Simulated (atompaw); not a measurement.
# Building the PAW (atompaw) potential for rhodium (PBEsol, non-relativistic).

atompaw 4.2.0.5 input, output lines left out:

```
Rh 45
GGA-PBESOL loggrid 1500 logderivrange -5 5 251
5 5 4 0 0 0
5 0 0.5
5 1 0
4 2 8.5
0 0 0
c
c
c
c
v
c
c
v
v
c
v
2
2.55 2.30 1.90 1.45
y
0.25
n
n
y
0.35
n
custom rrkj vanderbiltortho besselshape
3 0.5 troulliermartins
2.55
2.55
1.25
2.55
1.35
2.55
```

All-electron outer shells of the reference configuration (PBEsol, non-relativistic, ld1.x):

```csv
shell,level (eV),outermost node (bohr),outermost maximum (bohr)
4s,-75.02,0.48,0.91
4p,-47.29,0.48,0.96
4d,-4.93,0.46,1.14
5s,-3.40,1.23,2.80
5p,-0.54,1.38,4.23
```

Results:

| Property | Result |
| --- | --- |
| Cutoffs needed | 55 Ry and 110 Ry (the cutoffs (Ry, on a coarse ladder) from which the occupation-weighted sum of valence levels, in a spherical-Bessel basis at the reference potential, stays within 10 and 1 mRy of its value at 400 Ry) |
| Ghost test | ghost state, extra bound levels that the all-electron valence spectrum of the same l lacks: s at -180.4 eV; a true bound ghost makes a file unfit for plane-wave use (spherical-Bessel basis up to 400 Ry, 20 bohr box) |
| Lowest eigenvalue of the overlap operator | 0.26 (s channel) |
| Overlap eigenvalues printed by atompaw (projector basis) | 0.157, 0.397, 0.408, 68.3, 345, 1.21e+03 |
| Share of each valence orbital outside the PAW sphere | 5s 75 %, 4p 0 %, 5p 94 %, 4d 12 % |

Generation and tests took about 0.85 s on one core of a shared server CPU.
